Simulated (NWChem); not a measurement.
Molecule: BiHF2; SMILES [BiH]([F])[F]

All runs: NWChem. All runs use the structure optimised with PBE0/def2-SVP. def2 effective core potentials on Bi; no spin-orbit coupling. Vertical excitations in the gas phase; the lowest state need not have the same character in each row.

For level LRC-wPBEh/def2-SVP, TDA:

- lowest excitation, singlet (eV): 5.42
- oscillator strength of that lowest state: 0.018
- lowest triplet (eV): 4.65
- orbital gap (eV): 10.22

How do the values read with level LDA (Slater exchange, VWN5)/def2-SVP, TDA instead?

The lowest excitation, singlet (eV) comes out as 4.81 and the oscillator strength of that lowest state comes out as 0.007. The lowest triplet (eV) is 4.31 and the orbital gap (eV) is 4.49.
